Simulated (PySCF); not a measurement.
**C₆ coefficients of unlike pairs at UHF**

Calculated with PySCF 2.14 from the dipole response of each species, C₆(A,B) = (3/π) ∫ α_A(iu) α_B(iu) du, in atomic units, from isotropic polarisabilities. For ions this is the dispersion term alone; charge-induced terms of lower order in 1/R come first.

```
species           configuration                                                                                              basis      relativity  α (bohr³)  C₆ (like pair)
      I  [Kr] 4d10 5s2 5p5 (2P)  aug-cc-pVQZ-PP with one added diffuse shell each of s, p, d, f, g type with ECP28MDF (8s8p6d4f3g)  core potential      31.97           342.8
    Ca⁺           [Ar] 4s1 (2S)                                                                               def2-TZVPPD (6s5p3d)            none      98.11           782.8
    P²⁺       [Ne] 3s2 3p1 (2P)                                                                          aug-cc-pVTZ-DK (6s5p3d2f)   spin-free X2C      9.473           34.61
    Xe⁺  [Kr] 4d10 5s2 5p5 (2P)                                                        aug-cc-pwCVTZ-PP with ECP28MDF (8s7p6d4f1g)  core potential      17.83           155.2
```

Question: Estimate C₆ for Xe⁺ with Ca⁺.

Answer: The integral gives 260.2. The combination rule 2 C_A C_B / (C_A α_B/α_A + C_B α_A/α_B) gives 243.8 and the geometric mean 348.5.

No spin-orbit coupling is included.

The other pairs:

```
    pair     C₆
Xe⁺, P²⁺  72.56
  Ca⁺, I  427.1
P²⁺, Ca⁺  131.4
  Xe⁺, I  227.4
  P²⁺, I  108.7
```
